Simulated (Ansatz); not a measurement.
Consider the redistribution: `N[SiH2][SiH2]CO` + `[CH3][Al]([CH3])[Cl]` → `N[SiH2][SiH2]Cl` + `[CH3][Al]([CH3])[CH2]O`.

Gas-phase electronic energies from Ansatz, PBE0-D4/def2-TZVP geometries. CCSD(T)/CBS is the MP2 limit (def2-TZVPP, def2-QZVPP) plus CCSD(T) − MP2 in def2-TZVPP, frozen cores. Functionals use def2-TZVPP. B3LYP here is the variant with VWN-RPA as its local correlation; programs differ in this. One conformer a species, not always the lowest.

`N[SiH2][SiH2]CO`:

```xyz
14

N     1.248   -0.423    2.603
Si   -0.012    0.036    1.511
Si    0.417   -0.377   -0.764
C    -1.080    0.027   -1.864
O    -1.474    1.389   -1.750
H     1.516   -1.393    2.665
H     2.059    0.170    2.679
H    -0.246    1.492    1.709
H    -1.246   -0.714    1.883
H     0.820   -1.802   -0.970
H     1.557    0.473   -1.231
H    -1.939   -0.567   -1.543
H    -0.886   -0.251   -2.910
H    -0.735    1.942   -2.016
```

`[CH3][Al]([CH3])[Cl]`:

```xyz
10

C    -0.468    1.694   -0.055
Al   -0.488   -0.218    0.284
C     0.911   -1.473   -0.206
Cl   -2.173   -1.027    1.272
H    -1.361    2.195    0.322
H     0.407    2.161    0.409
H    -0.393    1.895   -1.129
H     1.299   -1.986    0.680
H     1.750   -0.989   -0.712
H     0.518   -2.252   -0.867
```

`N[SiH2][SiH2]Cl`:

```xyz
10

N     0.289    1.502   -0.825
Si    0.045    0.691    0.670
Si   -0.462   -1.526    0.112
Cl    0.915   -2.094   -1.334
H     0.860    1.063   -1.531
H     0.380    2.505   -0.857
H    -1.093    1.334    1.383
H     1.201    0.682    1.618
H    -1.811   -1.687   -0.486
H    -0.325   -2.471    1.250
```

`[CH3][Al]([CH3])[CH2]O`:

Z-matrix (Å, degrees):
```
C
Al 1 1.960
H 1 1.097 2 111.3
H 1 1.093 2 112.8 3 120.3
H 1 1.096 2 111.5 3 -118.6
C 2 1.955 1 122.4 3 -114.1
C 2 1.979 1 116.4 3 65.1
H 6 1.095 2 111.2 1 51.9
H 6 1.093 2 113.3 1 173.5
H 6 1.096 2 110.6 1 -65.8
O 7 1.431 2 115.6 1 10.5
H 7 1.104 2 111.1 1 -115.9
H 7 1.098 2 108.7 1 130.0
H 11 0.959 7 108.7 2 -32.8
```

```csv
level,ΔE (kJ/mol)
PBE-D4,84.7
r2SCAN-D4,89.5
ωB97M-V,85.0
B2PLYP,87.8
PBE,85.5
B3LYP,86.6
CCSD(T)/def2-TZVPP,89.5
MP2/CBS(def2),85.9
```

What does CCSD(T)/CBS give? (Best estimate.)

Ansatz gave: +86.6 kJ/mol. The listed levels differ from it by -1.9, 2.9, -1.6, 1.2, -1.1, 0.0, 2.9, -0.7 kJ/mol.

Largest T1 diagnostic among the species: 0.012.

In def2-TZVPP, CCSD(T) changes the Hartree–Fock value by −3.3 kJ/mol (the triples alone add −0.1 kJ/mol) and MP2 by −3.9 kJ/mol.
